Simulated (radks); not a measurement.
Values are calculated unless marked as measured or tabulated.
Q: These are the eigenvalues of the occupied orbitals of an atom or ion with whole-number occupations (eV). Code: a radial shooting solver on a logarithmic mesh with Libxc functionals. Model: scalar-relativistic Kohn-Sham, MS2 meta-GGA, spin-polarised, spherical densities, finite nucleus; meta-GGA in the generalised Kohn-Sham scheme; Fermi nuclear charge, rms radius of each element as measured or else 0.836 A^(1/3) + 0.57 fm.

1s up: -35.9391
2p up: -1.7307

Which element is it, and in what charge state? The configuration may be excited. Open shells, if any, are filled with parallel spins first.

A: Z = 2, helium, charge 0: He in 1s1 2p1. The 1s level, -1.3207 hartree, gives Z - s = 1.6 by -(Z - s)^2/2, which with screening and relativity narrows Z to a few neighbours, and with so few levels the electron count can be read from the list.
